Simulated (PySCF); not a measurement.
Mn (manganese, neutral): UHF calculation

Configuration: [Ar] 3d5 4s2, high-spin 6S determinant. Computed with PySCF 2.14 in x2c-TZVPall (6s5p4d1f, 48 functions), with the spin-free X2C one-electron Hamiltonian (Gaussian nucleus).

```
Total energy                        : -1157.374397 hartree
One-electron energy                 : -1595.0671 hartree
Hartree (Coulomb) energy            : 489.1761 hartree
Exchange energy                     : -51.4834 hartree
⟨S²⟩                                : 8.7711
⟨L²⟩                                : 0.000
Sum of ⟨r⟩                          : 21.72 bohr
Sum of ⟨r²⟩                         : 42.71 bohr²
Langevin diamagnetic susceptibility : -33.8 ×10⁻⁶ cm³/mol
Time after the integrals            : 0.28 s of wall time on 1 thread of Neoverse-N1 (shared host)
```

```csv
shell,electrons,mean orbital energy (hartree),"rms radius, mean of both spins (bohr)"
1s α,1,-242.49097,0.0703
1s β,1,-242.48832,0.0703
2s α,1,-29.59266,0.302
2s β,1,-29.46313,0.302
2p α,3,-24.94733,0.273
2p β,3,-24.81825,0.273
3s α,1,-4.08559,0.915
3s β,1,-3.67800,0.915
3p α,3,-2.73742,0.989
3p β,3,-2.24362,0.989
3d α,5,-0.62763,1.29
4s α,1,-0.27734,3.62
4s β,1,-0.22791,3.62
```

Densities and radii are taken from the X2C orbitals without a picture-change correction, which distorts them close to the nucleus.
